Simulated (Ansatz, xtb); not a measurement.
## Relative energy of two isomers of C4H8BrCl

Structure I: `CC(C)(Cl)CBr`, a singlet. Structure II: `C[C@H](Br)[C@@H](C)Cl`, a singlet. Both are isolated molecules in the gas phase, relaxed with PBE0-D3(BJ)/def2-SVP, each in the lowest conformer that the search found.

Energies in hartree; the thermal terms are from GFN2-xTB frequencies at re-optimised GFN2-xTB minima (ideal gas, soft modes damped towards free rotors, one conformer each, 298.15 K, 1 atm) and include the zero-point energy:

```
                               I            II
E, CCSD(T)/def2-SVP  −3188.514655  −3188.512040
    E, MP2/def2-SVP  −3188.425854  −3188.422997
  E, MP2/def2-TZVPP  −3189.297141  −3189.294524
  zero-point energy      0.110781      0.110998
       H(298 K) − E      0.119651      0.119876
       G(298 K) − E      0.077323      0.077379
```

Task: Correct the CCSD(T) difference for the basis set by the MP2 change, then work out ΔE, ΔE₀, ΔH and ΔG for I → II in kcal/mol (1 Eh = 627.51 kcal/mol) and the equilibrium ratio [II]/[I].

Result: 1. Differences II − I: CCSD(T) +0.002615, MP2 in the small set +0.002857, MP2 in the large set +0.002617 Eh.
2. ΔE = +0.002615 + (+0.002617 − (+0.002857)) = +0.002375 Eh = +1.49 kcal/mol.
3. ΔE₀ = ΔE + ΔZPE = +0.002375 + (+0.000217) Eh = +1.63 kcal/mol.
4. ΔH = ΔE + (+0.000225) Eh = +1.63 kcal/mol.
5. ΔG = ΔE + (+0.000056) Eh = +1.53 kcal/mol, so ΔS = (ΔH − ΔG)/T = +1.5 J/(mol K).
6. kT = 0.9442 mEh, so K = [II]/[I] = exp(−ΔG/kT) = exp(−2.57) ≈ 0.076.

Structure I is favoured at this temperature. An error of 1 kcal/mol in ΔG would change K by a factor of 5.4. Mirror images and further conformers aren't counted.

As drawn, both hold the same kinds of bond in the same numbers.

Other levels gave ΔE = +2.5 (GFN2-xTB); +1.8 (HF/STO-3G, GFN2-xTB geometries); +1.1 (r2SCAN-D4/def2-SVP, GFN2-xTB geometries); +0.9 (PBE0-D3(BJ)/def2-SVP); +0.9 (HF/def2-SVP); +1.8 (MP2/def2-SVP); +1.6 (CCSD(T)/def2-SVP) kcal/mol. The correlated steps freeze 18 core orbitals; the filled d shell of Br is correlated, in a basis made for valence electrons. Programs: Ansatz 0.2.0, xtb 6.7.1.
